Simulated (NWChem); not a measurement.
System: PbSiH3Cl, singlet; SMILES [SiH3][Pb][Cl]

Low-valent species are run as closed-shell singlets; no triplet was tried in these runs. def2 effective core potentials on Pb; no spin-orbit coupling.

**Question.** Give the equilibrium geometry at PBE0/def2-SVP with def2 effective core potentials on Pb (NWChem) as an XYZ file, with the point group.

**Answer.** point group Cs; any orientation.
```
6

Pb     0.5435     0.1063    -0.2679
Cl    -1.3755     1.5792     0.3487
Si    -1.1242    -2.0759    -0.0520
H     -1.6821    -2.1417     1.3379
H     -0.4701    -3.3963    -0.3404
H     -2.2726    -1.9226    -1.0032
```
